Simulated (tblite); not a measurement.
Species: C7H10ClFO.
Structure used (GFN2-xTB), in Å, numbered top down from 1:
```xyz
20
C7H10ClFO angstrom
C     -0.810    2.233   -1.215
C     -0.531    0.964   -1.437
C      0.415    0.142   -0.601
O      1.030    0.958    0.374
C      2.097    0.332    1.043
C     -0.360   -0.997    0.040
C     -0.188   -2.275   -0.259
C     -1.361   -0.547    1.058
F     -1.505   -1.446    2.067
Cl    -2.965   -0.349    0.277
H     -1.495    2.777   -1.841
H     -0.351    2.768   -0.402
H     -0.983    0.414   -2.250
H      1.185   -0.294   -1.261
H      2.873    0.014    0.336
H      2.509    1.075    1.722
H      1.762   -0.541    1.615
H     -0.772   -3.045    0.217
H      0.539   -2.591   -0.986
H     -1.095    0.419    1.501
```

Computed values, GFN2-xTB/tblite, gas phase, harmonic and unscaled. Against measured fundamentals such values can be off by several per cent, at times by over 20. One conformer, not necessarily the lowest.

Harmonic wavenumbers (cm⁻¹): 35.9, 46.9, 69.4, 99.0, 149.4, 156.9, 192.7, 214.9, 221.2, 277.8, 349.6, 363.1, 435.7, 523.1, 570.2, 580.7, 679.8, 699.5, 764.8, 853.4, 900.9, 917.6, 948.7, 964.5, 991.3, 1022.0, 1045.4, 1076.7, 1118.3, 1135.6, 1154.5, 1173.9, 1198.4, 1243.3, 1279.0, 1292.5, 1304.3, 1388.1, 1401.2, 1407.8, 1468.4, 1490.0, 1704.4, 1716.9, 2816.3, 2905.6, 2927.4, 2929.6, 3030.1, 3071.3, 3108.1, 3116.0, 3138.2, 3148.8.

A = 1364, B = 951.4, C = 716.4 MHz; mass 164.040 u (most abundant isotopes); point group C1, symmetry number 1.

Q: Zero-point energy?

A: Half the sum of the wavenumbers: 33410 cm⁻¹ = 95.52 kcal/mol.

Q: What is S at 350 K and 1 bar for an ideal gas of classical rigid rotors and harmonic oscillators?

A: Translation 42.02, rotation 30.70, vibration 44.15: S = 116.9 cal/(mol K).

Q: And Cp and H(350 K) − H(0)?

A: Cp = 48.72 cal/(mol K), of which vibrations give 40.77 (their classical limit is 54 R = 107.3); H(350 K) − H(0) = 10.43 kcal/mol without the zero-point energy, 7.64 from vibrations.

Q: How do the functions run with temperature in this model?

A: 
```
T (K)  S (cal/(mol K))  Cp (cal/(mol K))  H − H(0) (kcal/mol)  G − H(0) (kcal/mol)  ln q(vib)
  100             75.6              22.5                 1.52                -6.03       2.78
  200             94.5              32.9                 4.31               -14.58       6.34
  300            109.8              43.4                 8.12               -24.81       9.64
  500            136.7              62.5                18.82               -49.52      15.82
  800            170.4              80.7                40.56               -95.76      24.34
 1000            189.3              88.4                57.50              -131.77      29.52
```

q(vib) and H(0) count from the zero-point level.

Q: Which modes carry the vibrational entropy at 350 K?

A: 35.9 cm⁻¹: 5.79; 46.9 cm⁻¹: 5.26; 69.4 cm⁻¹: 4.49; 99.0 cm⁻¹: 3.79; 149.4 cm⁻¹: 2.99; 156.9 cm⁻¹: 2.89 cal/(mol K); the other 48 give 18.94 together.

Q: What must be added to the electronic energy to get the Gibbs energy at 350 K and 1 bar?

A: ZPE + [H(350 K) − H(0)] − T·S = 95.52 + 10.43 − 40.90 = 65.05 kcal/mol.

Q: Blend soft modes into free rotors: weight 1/[1 + (100 cm⁻¹/ν̃)⁴] for the oscillator and the rest for a rotor with moment μB/(μ + B), μ = h/(8π²ν), B = 10⁻⁴⁴ kg m². What vibrational entropy results?

A: 39.59 cal/(mol K) in place of 44.15, which changes −T·S at 350 K by +1.59 kcal/mol.

Hindered rotation and anharmonicity are outside this model. Other conformers, if any are populated, would add a mixing term that is left out. The structure is chiral; the term R ln 2 for an equal mix with its mirror image is left out.

Hardware: one thread, Arm Neoverse N1 (aarch64), shared host with 64 logical CPUs at a one-minute load of 61. Cost: 1.6 s wall. This covers the Hessian and the dipole derivatives.
